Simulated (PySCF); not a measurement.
## Exercise with solution: oscillator strength and radiative lifetime

Ge(H)(NH2) (GeH3N), SMILES [NH2][GeH] (connectivity only; charge and spin as stated), neutral, multiplicity 1.

Geometry: B3LYP-D3(BJ)/def2-TZVP.

PySCF with TDDFT-LC-ωPBE/def2-TZVPD puts the first singlet state with f over 0.02 at 3.56 eV (vertical), with the transition dipole (0.000, 0.000, -0.520) in atomic units.

Question: Find the oscillator strength, the wavelength and the radiative lifetime that this transition would have in vacuum if emission retraced absorption.

Answer: 
|μ|² = 0.2704 au, so |μ| = 1.32 D. ΔE = 3.56/27.211 = 0.1308 hartree. f = (2/3) ΔE |μ|² = 0.024 (the program prints 0.024).
λ = 1239.84/3.56 = 348 nm; ν = 28713 cm⁻¹.
Einstein's coefficient A = 0.6670 ν² f s⁻¹ (ν in cm⁻¹) = 1.3e7 s⁻¹, so τ = 1/A = 77 ns. This state is S1. The figure is the radiative limit of this one transition; relaxation, internal conversion, crossing to triplets and a medium change what is measured.
